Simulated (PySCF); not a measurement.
# Correlation energy of Au⁻ (gold, charge -1)

[Xe] 4f14 5d10 6s2, closed-shell 1S. Computed with PySCF 2.14 in x2c-TZVPPall with one added diffuse shell each of s, p, d, f type (12s8p8d4f1g, 113 functions), with scalar relativity by spin-free X2C-1e. Frozen: [Kr] 4d10 4f14; 20 electrons correlated.

MP2 pair energies summed by pair of shells (mhartree):

```json
{"pair": "5d-5d", "energy": "-316.58", "share (%)": "48.4"}
{"pair": "5p-5d", "energy": "-144.64", "share (%)": "22.1"}
{"pair": "5d-6s", "energy": "-86.65", "share (%)": "13.2"}
{"pair": "5p-5p", "energy": "-36.67", "share (%)": "5.6"}
{"pair": "5s-5d", "energy": "-24.11", "share (%)": "3.7"}
{"pair": "6s-6s", "energy": "-17.23", "share (%)": "2.6"}
{"pair": "5s-5p", "energy": "-17.22", "share (%)": "2.6"}
{"pair": "5p-6s", "energy": "-7.82", "share (%)": "1.2"}
{"pair": "5s-5s", "energy": "-2.88", "share (%)": "0.4"}
{"pair": "5s-6s", "energy": "-0.49", "share (%)": "0.1"}
```

Total MP2 correlation energy: -654.28 mhartree.

Same-spin part -218.24 and opposite-spin part -436.04 mhartree; SCS-MP2 scales them by 1/3 and 6/5 to -596.00 mhartree.

This basis was not built for core-valence correlation, so the inner-shell part is incomplete.
